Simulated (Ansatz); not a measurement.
Total energies of TiSi5 from Ansatz at PBE0-D4/def2-TZVP, gas phase (1 Eh = 27.2114 eV = 2625.5 kJ/mol). The reference geometry is relaxed at r2SCAN-D4/def2-SVP.

```xyz
6

Ti    0.4139    0.6687    1.6946
Si   -0.9189    0.7943   -0.4524
Si    0.2626   -0.3763   -2.1911
Si   -1.5941   -0.6458    1.3220
Si    1.5097    0.8134   -0.4228
Si    0.3268   -1.2543    0.0497
```

```tsv
state	geometry	energy (Eh)
charge 0 singlet	reference	-2296.13175
charge 1 doublet	reference	-2295.87907
charge 1 doublet	relaxed at r2SCAN-D4/def2-SVP	-2295.88304
charge 0 triplet	relaxed at r2SCAN-D4/def2-SVP	-2296.12812
charge 0 quintet	relaxed at r2SCAN-D4/def2-SVP	-2296.09141
free Ti atom (triplet)	–	-849.14317
free Si atom (triplet)	–	-289.24943
```

Q: Work out the vertical ionisation energy to the doublet.

A: E(charge 1 doublet) − E(charge 0 singlet) = -2295.87907 − (-2296.13175) = 0.25268 Eh = 6.88 eV. For comparison, −ε of the highest occupied level is 5.59 eV at this level, 1.29 eV less.

Q: How much does the charge 1 doublet relax, and what is the adiabatic ionisation energy?

A: Relaxation: -2295.87907 − (-2295.88304) = 0.00397 Eh = 0.11 eV. Adiabatic ionisation energy: 0.24871 Eh = 6.77 eV, without zero-point energy. 

Q: Which of the charge 0 states is lowest, and how far above it are the others?

A: The singlet, but by less than the method's error, so the order isn't settled. triplet: -2296.12812 − (-2296.13175) = 0.00363 Eh = 9.5 kJ/mol; quintet: -2296.09141 − (-2296.13175) = 0.04034 Eh = 105.9 kJ/mol. The quintet differs in its bonds from the reference.

Q: What is the binding energy per atom against free atoms?

A: Atoms: 1 × (-849.14317) + 5 × (-289.24943) = -2295.39032 Eh. Binding: -2295.39032 − (-2296.13175) = 0.74143 Eh = 20.18 eV, or 3.36 eV for each of 6 atoms (no zero-point energy, no counterpoise term).

At PBE0-D4/def2-TZVP the charge 1 doublet is spin-contaminated (final ⟨S²⟩ up to 0.87, 0.75 for a pure state). At PBE0-D4/def2-TZVP the relaxed charge 1 doublet is spin-contaminated (final ⟨S²⟩ up to 0.87, 0.75 for a pure state). 

The structure comes from a short search, and lower isomers may exist.
